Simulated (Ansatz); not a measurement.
iodine atom (I), doublet (core potentials on I); PBE0/def2-SVP (Ansatz, an electronic-structure program).

Here is a job for Ansatz.
Ansatz 0.2 input:
```yaml
crystal:
  periodic: [false, false, false]
  atoms:
    - {symbol: I, position_ang: [0.00000000, 0.00000000, 0.00000000]}
basis:
  gaussian:
    orbitals: def2-SVP
hamiltonian:
  xc: pbe0
magnetization: {spin_polarized: true, initial_magnetization: 1}
```

**Question.** What does Ansatz print? Leave out banner, timings and long lists.

**Answer.** 
```
Functional definition: PBE0
145 factors; integrals over basis functions are off by at most 1.7e-4 eV
mean field evaluation 1: about -8100.3641 eV, gradient 2.3e0 eV
mean field evaluation 2: about -8100.4012 eV, gradient 6.6e-1 eV
mean field evaluation 4: about -8100.4036 eV, gradient 2.9e-1 eV
mean field evaluation 8: about -8100.4039 eV, gradient 3.7e-4 eV
mean field -8100.40386348 eV, -297.6843513321 hartree, gradient 1.1e-5 eV, S^2 0.751809; 0 other end points of the search recorded, 0 dependent functions left out
reference -8100.40387659 eV, -297.6843518137 hartree; 13, 12 occupied and 13, 14 virtual orbitals, 145 factors
Total energy: -8100.40387659 eV, -297.6843518137 hartree
```
